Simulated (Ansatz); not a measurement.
Isolated molecules relaxed with PBE0-D4/def2-TZVP in Ansatz; ΔE leaves out vibrations. CBS: MP2 limit from def2 TZ/QZ plus the TZ coupled-cluster correction, frozen cores. DFT in def2-TZVPP. B3LYP here is the variant with VWN-RPA as its local correlation; programs differ in this. Each species was taken in one conformer, which may not be the lowest.

`[SiH3]C1=NCO1` + `N[SiH](N)O` → `N[SiH](N)O[SiH3]` + `C1=NCO1`  (ligand exchange at the Si–C bond)

```json
{"level": "ωB97X-V", "ΔE (eV)": "-1.14"}
{"level": "B3LYP", "ΔE (eV)": "-1.12"}
```

What does CCSD(T)/CBS give? (Estimate.)

The calculation gave: -1.14 eV. The listed levels differ from it by 0.00, 0.02 eV.

Largest T1 diagnostic among the species: 0.015.

From PBE to PBE0 (25 % exact exchange), in def2-TZVPP and without D4, ΔE moves by −0.09 eV. In def2-TZVPP, CCSD(T) changes the Hartree–Fock value by +0.22 eV (the triples alone add +0.04 eV) and MP2 by +0.20 eV.
